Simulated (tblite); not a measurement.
Species: Di(furan-2-yl)(methyl)phosphane, C9H9O2P.
Geometry (GFN2-xTB, Å), atoms numbered from 1 in this order:
```
atom  x, y, z in Å
C1     0.1293   -2.2935    0.9250
P2     0.0692   -1.4412   -0.7202
C3    -1.3435   -0.3427   -0.4120
C4    -2.4223   -0.0311   -1.1920
C5    -3.1909    0.8952   -0.4511
C6    -2.5238    1.0767    0.7215
O7    -1.4098    0.3353    0.7567
C8     1.3592   -0.2059   -0.3914
C9     1.4457    1.1376   -0.6371
C10    2.7627    1.5143   -0.2878
C11    3.3833    0.3747    0.1207
O12    2.5466   -0.6720    0.0527
H13   -0.6769   -3.0238    0.9715
H14    1.0828   -2.8125    1.0042
H15    0.0296   -1.5748    1.7366
H16   -2.6312   -0.4205   -2.1673
H17   -4.1087    1.3602   -0.7476
H18   -2.7369    1.6850    1.5789
H19    0.6646    1.7718   -1.0052
H20    3.1858    2.4970   -0.3354
H21    4.3765    0.1871    0.4789
```

Method: GFN2-xTB as coded in tblite; computed harmonic values from a numerical Hessian at the method's own geometry, unscaled. Against measured fundamentals such values can be off by several per cent, at times by over 20. One conformer, not necessarily the lowest.

Harmonic wavenumbers (cm⁻¹): 26.5, 38.1, 59.3, 124.4, 136.4, 176.3, 196.4, 259.4, 278.1, 325.9, 470.3, 475.8, 584.9, 587.4, 614.0, 626.6, 723.0, 762.9, 770.4, 817.4, 823.7, 844.4, 848.2, 857.6, 857.8, 872.7, 887.0, 907.4, 908.5, 1034.2, 1039.2, 1083.5, 1087.2, 1114.5, 1120.4, 1176.1, 1178.5, 1211.5, 1217.8, 1301.7, 1362.7, 1364.8, 1432.9, 1438.0, 1440.6, 1442.9, 1552.4, 1557.6, 3002.8, 3012.2, 3017.2, 3160.0, 3163.0, 3173.8, 3179.8, 3185.5, 3189.2.

A = 1590, B = 597.2, C = 504.1 MHz; mass 180.034 u (most abundant isotopes); point group C1, symmetry number 1.

Problem. What is the zero-point energy?

Solution. Half the sum of the wavenumbers: 34050 cm⁻¹ = 407.33 kJ/mol.

Problem. Give the ideal-gas entropy at 200 K and 1 bar in the rigid-rotor, harmonic-oscillator model (classical rotation).

Solution. Translation 165.32, rotation 124.25, vibration 106.01: S = 395.6 J/(mol K).

Problem. And Cp and H(200 K) − H(0)?

Solution. Cp = 132.61 J/(mol K), of which vibrations give 99.35 (their classical limit is 57 R = 473.9); H(200 K) − H(0) = 17.19 kJ/mol without the zero-point energy, 10.54 from vibrations.

Problem. What must be added to the electronic energy to get the Gibbs energy at 200 K and 1 bar?

Solution. ZPE + [H(200 K) − H(0)] − T·S = 407.33 + 17.19 − 79.12 = 345.40 kJ/mol.

Problem. Which modes carry the vibrational entropy at 200 K?

Solution. 26.5 cm⁻¹: 22.11; 38.1 cm⁻¹: 19.10; 59.3 cm⁻¹: 15.46; 124.4 cm⁻¹: 9.51; 136.4 cm⁻¹: 8.80; 176.3 cm⁻¹: 6.87 J/(mol K); the other 51 give 24.16 together.

Problem. How do the functions run with temperature in this model?

Solution. 
```json
{"T (K)": "150", "S (J/(mol K))": "361.1", "Cp (J/(mol K))": "108.9", "H − H(0) (kJ/mol)": "11.16", "G − H(0) (kJ/mol)": "-43.00", "ln q(vib)": "4.80"}
{"T (K)": "250", "S (J/(mol K))": "428.0", "Cp (J/(mol K))": "159.4", "H − H(0) (kJ/mol)": "24.48", "G − H(0) (kJ/mol)": "-82.52", "ln q(vib)": "7.98"}
{"T (K)": "298.15", "S (J/(mol K))": "458.4", "Cp (J/(mol K))": "186.2", "H − H(0) (kJ/mol)": "32.80", "G − H(0) (kJ/mol)": "-103.87", "ln q(vib)": "9.47"}
{"T (K)": "400", "S (J/(mol K))": "520.7", "Cp (J/(mol K))": "239.3", "H − H(0) (kJ/mol)": "54.54", "G − H(0) (kJ/mol)": "-153.75", "ln q(vib)": "12.63"}
{"T (K)": "600", "S (J/(mol K))": "633.4", "Cp (J/(mol K))": "315.7", "H − H(0) (kJ/mol)": "110.65", "G − H(0) (kJ/mol)": "-269.40", "ln q(vib)": "18.78"}
{"T (K)": "900", "S (J/(mol K))": "775.2", "Cp (J/(mol K))": "381.7", "H − H(0) (kJ/mol)": "216.24", "G − H(0) (kJ/mol)": "-481.47", "ln q(vib)": "27.50"}
```

q(vib) and H(0) count from the zero-point level.

Hindered rotation and anharmonicity are outside this model. Other conformers, if any are populated, would add a mixing term that is left out. The structure is chiral; the term R ln 2 for an equal mix with its mirror image is left out.
